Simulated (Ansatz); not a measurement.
Wavefunction ladder for Cl3HOZr, SMILES `[OH][Zr]([Cl])([Cl])[Cl]`

```xyz
6

O     0.299    0.400    1.390
Zr   -0.080   -0.111   -0.378
Cl   -2.295    0.438   -0.876
Cl    1.360    1.020   -1.829
Cl    0.230   -2.416   -0.592
H     0.487    0.670    2.286
```

Total charge 0; spin multiplicity 1. Correlated methods include outer-core shells of Zr, which these sets cover unevenly. Zr: def2 effective core potential. Geometry: relaxed with PBE0-D4/def2-TZVP. It is one conformer, not always the lowest. Frozen core, restricted reference, Ansatz 0.2.0.

```tsv
basis	HF (Eh)	MP2 corr.	CCSD corr.	(T)	CCSD(T) total
def2-SVP	-1500.30716	-0.82529	-0.85520	?	?
def2-TZVPP	-1500.88379	-1.14996	?	?	?
def2-QZVPP	?	-1.27985	–	–	–
```

Question: Fill in the withheld values. (Best estimate.)

Answer: Computed: def2-SVP (T): -0.02646; def2-SVP CCSD(T) total: -1501.18882; def2-TZVPP CCSD corr.: -1.18626; def2-TZVPP (T): -0.05456; def2-TZVPP CCSD(T) total: -1502.12461; def2-QZVPP HF (Eh): -1500.92994.
